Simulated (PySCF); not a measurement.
# Two-component Hartree-Fock for Co²⁺ (cobalt, charge +2)

Start: [Ar] 3d7; 3d3/2 filled at m_j = +1/2, +3/2; 3d5/2 filled at m_j = -3/2, -1/2, +1/2, +3/2, +5/2. Calculated with PySCF 2.14 in x2c-TZVPall-2c with one added diffuse shell each of s, p, d type (7s8p5d1f, 63 functions): generalised Hartree-Fock with the X2C-1e Hamiltonian and a Gaussian nucleus; one run each with spin-orbit coupling (SO) switched off, then screened by Boettger's factors. This is a chosen level, not necessarily the ground level.

| spinor shell | electrons | ε, spin-free (eV) | ε, screened SO (eV) | weight of nominal j (screened SO) | rms radius, screened SO (bohr) |
| --- | --- | --- | --- | --- | --- |
| 1s1/2 | 2 | -7795.6 | -7795.5 | 1.000 | 0.0649 |
| 2s1/2 | 2 | -983.77 | -983.71 | 1.000 | 0.276 |
| 2p1/2 | 2 | -841.46 | -852.06 | 0.995 | 0.247 |
| 2p3/2 | 4 | -841.46 | -836.22 | 0.998 | 0.249 |
| 3s1/2 | 2 | -144.43 | -144.41 | 1.000 | 0.832 |
| 3p3/2 | 4 | -101.25 | -100.07 | 0.818 | 0.891 |
| 3p1/2 | 2 | -101.25 | -103.59 | 0.637 | 0.886 |
| 3d5/2 | 5 | -36.961 | -38.052 | 0.580 | 1.11 |
| 3d3/2 | 2 | -36.961 | -34.236 | 0.677 | 1.17 |

| quantity | spin-free | screened SO |
| --- | --- | --- |
| E (hartree) | -1391.02434 | -1391.05366 |
| M_J | 9/2 | 9/2 |
| ⟨J²⟩ | 24.756 | 24.757 |
| ⟨L²⟩ | 12.003 | 12.020 |
| ⟨S²⟩ | 3.754 | 3.748 |

Each row is a mean over spinors that exchange with the open shell spreads, by up to 14.128 eV (3p3/2).

Rows whose weight is well below 1 are mixtures of j = l ± 1/2: exchange outweighs spin-orbit coupling there, and the label is only the starting occupation.

Without spin-orbit coupling the j labels of p, d and f shells carry no meaning; the spin-free column gives the mean over the occupied spinors of each nl shell.
